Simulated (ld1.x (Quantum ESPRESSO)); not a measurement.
bromine (Br): excitation energies, all-electron against TM

bromine (Br), norm-conserving Troullier–Martins (Kleinman–Bylander form), made with ld1.x (Quantum ESPRESSO) 7.5 (LDA (PZ), scalar-relativistic). Core [Ar], reference 3d10 4s2 4p4 (charge +1). Waves: 4s (bound): rc 1.45 bohr; 4p (bound): rc 1.45 bohr; 4f channel at 0.5 Ry: rc 1.60 bohr; 3d (bound): rc 0.50 bohr. Local part: the d channel. Core correction: Bessel-smoothed model core, default radius (core density twice the valence density).

Energies are relative to the spin-unpolarised reference configuration 3d10 4s2 4p4; without spin polarisation the order of configurations can differ from experiment. Spin-polarised rows fill each open shell by Hund’s rule, majority spin first. Not all tests gave a result: 1 of 9 tests not solved or not reliable. Left out of the table: 3d9 4s2 4p6 (solver errors, printed error -390 eV).

```tsv
valence configuration	charge	ΔE all-electron (eV)	error AE − PS (meV)
3d10 4s2 4p5	0	-12.708	+4.9
3d10 4s2 4p3	+2	22.944	-0.7
3d10 4s2 4p2	+3	57.165	+1.0
3d10 4s2 4p5.3	-0.3	-14.716	+6.7
3d10 4s2 4p1	+4	103.515	-7.9
3d10 4s2 4p4 (spin-polarised)	+1	-0.710	+7.6
3d10 4s2 4p5 (spin-polarised)	0	-12.860	+6.6
```

Task: What are ΔE and the potential's error for 3d10 4s1 4p6?

Result: ΔE = -0.290 eV all-electron; the error (AE − PS) is +0.7 meV.

A Bessel basis up to 400 Ry misses an occupied level by 0.27 Ry, so cutoffs were not judged. Note: ghost states, extra bound levels that the all-electron valence spectrum of the same l lacks: s at -1553.9 eV, p at -650.2 eV, s at -57.5 eV (other channels not judged).
